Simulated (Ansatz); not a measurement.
Relaxation of CH₆OSSi (10 atoms, charge 0, multiplicity 1), to a largest force component of 0.015 eV/Å in at most 40 steps.

The calculation used RKS PBE/def2-SVP (Ansatz 0.2.0).

```xyz
10
Properties=species:S:1:pos:R:3:forces:R:3
O -0.790 0.875 -1.190 -1.05 1.51 -1.16
C -0.588 0.683 0.190 0.65 1.27 -0.65
Si 0.257 -0.911 0.630 2.25 0.28 0.50
S 2.239 -0.986 -0.405 -0.46 -0.06 0.86
H -1.254 1.789 -1.293 1.03 -2.03 0.16
H 0.012 1.545 0.555 0.27 -0.12 0.63
H -1.523 0.719 0.709 -1.42 -0.02 1.09
H -0.481 -2.079 0.249 -0.88 -1.03 -0.31
H 0.559 -0.949 2.147 -0.18 0.08 -0.68
H 1.652 -0.738 -1.589 -0.22 0.13 -0.45
```

Question: Where does it end, and by what steps?

Answer: It converged. After 12 steps the energy has fallen by 0.343 eV; H10 moved furthest, 0.48 Å.

| step | energy less start (eV) | largest force component (eV/Å) | accepted |
| --- | --- | --- | --- |
| 0 | 0.0000 | 2.248 | yes |
| 1 | -0.2919 | 0.742 | yes |
| 2 | -0.3216 | 0.232 | yes |
| 3 | -0.3295 | 0.238 | yes |
| 4 | -0.3339 | 0.121 | yes |
| 5 | -0.3375 | 0.070 | yes |
| 6 | -0.3399 | 0.104 | yes |
| 7 | -0.3377 | 0.276 | no |
| 8 | -0.3412 | 0.114 | yes |
| 9 | -0.3428 | 0.051 | yes |
| 10 | -0.3433 | 0.029 | yes |
| 11 | -0.3433 | 0.020 | yes |
| 12 | -0.3434 | 0.008 | yes |

```xyz
10
Properties=species:S:1:pos:R:3
O -0.655 0.739 -1.210
C -0.581 0.688 0.213
Si 0.296 -0.952 0.661
S 2.098 -0.996 -0.527
H -0.960 1.627 -1.469
H 0.014 1.529 0.645
H -1.589 0.716 0.698
H -0.623 -2.110 0.379
H 0.662 -0.971 2.119
H 1.421 -0.320 -1.507
```

The run took 21 s on 2 threads of Arm Neoverse V2, with other jobs on the host, peak memory 0.14 GiB.
